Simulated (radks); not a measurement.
Correlation energies from several functionals, in hartree. Species: Tl16+ [Kr] 4d10 4f14 5s2 5p3; As4+ [Ar] 3d10 4s1; Sn2+ [Kr] 4d10 5s2. Method: non-relativistic Kohn-Sham, exchange-only LDA, spin-polarised, spherical densities, point nucleus; computed with a radial shooting solver on a logarithmic mesh with Libxc functionals. Every spin shell is full or empty, so the densities are truly spherical. Functionals are evaluated on that one density, not self-consistently.

functional    Tl16+     As4+     Sn2+
PW92        -7.3554  -2.7553  -4.6715
VWN5        -7.3848  -2.7686  -4.6920
PZ          -7.3624  -2.7512  -4.6701
Wigner      -3.5221  -1.5404  -2.5798
Chachiyo    -7.2843  -2.7165  -4.6109
PBE         -4.1632  -1.4441  -2.5945
PBEsol      -4.6742  -1.6520  -2.9371
LYP         -3.6835  -1.4511  -2.4748
PW91        -4.5098  -1.5737  -2.8059
OP (B88)    -3.6188  -1.4088  -2.4039
SCAN        -4.1974  -1.4467  -2.5949
r2SCAN      -4.2094  -1.4563  -2.6104
B95         -5.3422  -1.7578  -3.1769
Tao-Mo      -4.0746  -1.3807  -2.5081
